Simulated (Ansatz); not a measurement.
The inner images of a band of AlF3H2 (6 atoms, charge 0, multiplicity 1) are given out of order.

Theory: Ansatz, RKS PBE/6-31G*.

Initial state:

```xyz
6
Properties=species:S:1:pos:R:3
Al 0.006 0.003 0.081
H 0.007 0.443 1.633
F 1.427 0.112 -0.782
F -1.432 0.040 -0.760
F 0.059 -1.895 0.760
H 0.059 -1.601 1.680
```

Final state:

```xyz
6
Properties=species:S:1:pos:R:3
Al 0.019 -0.596 -0.240
H 0.014 0.156 1.873
F 1.425 0.204 -0.590
F -1.430 0.135 -0.565
F 0.063 -2.200 0.180
H 0.037 -0.598 1.955
```

Put them in order from the first end to the last, with their energies above the first end.
A.
```xyz
6
Properties=species:S:1:pos:R:3
Al 0.012 -0.272 -0.015
H 0.021 0.014 1.736
F 1.435 0.163 -0.743
F -1.440 0.097 -0.720
F 0.057 -1.913 0.712
H 0.043 -0.987 1.642
```
B.
```xyz
6
Properties=species:S:1:pos:R:3
Al 0.015 -0.415 -0.103
H 0.020 -0.018 1.808
F 1.430 0.200 -0.703
F -1.435 0.133 -0.682
F 0.059 -1.981 0.559
H 0.039 -0.818 1.732
```
C.
```xyz
6
Properties=species:S:1:pos:R:3
Al 0.010 -0.136 0.037
H 0.017 0.132 1.689
F 1.435 0.150 -0.765
F -1.440 0.080 -0.741
F 0.059 -1.902 0.794
H 0.048 -1.223 1.598
```
D.
```xyz
6
Properties=species:S:1:pos:R:3
Al 0.008 -0.054 0.061
H 0.012 0.283 1.659
F 1.432 0.131 -0.778
F -1.437 0.059 -0.755
F 0.059 -1.907 0.785
H 0.053 -1.411 1.639
```
E.
```xyz
6
Properties=species:S:1:pos:R:3
Al 0.017 -0.523 -0.196
H 0.019 0.054 1.876
F 1.424 0.218 -0.657
F -1.430 0.149 -0.635
F 0.061 -2.087 0.377
H 0.037 -0.709 1.847
```

D (+0.3 kcal/mol), C (+0.7 kcal/mol), A (-5.0 kcal/mol), B (-19.2 kcal/mol), E (-25.4 kcal/mol).

Run time: 39 s on 2 threads of Arm Neoverse V2, with other jobs on the host, peak memory 0.12 GiB.
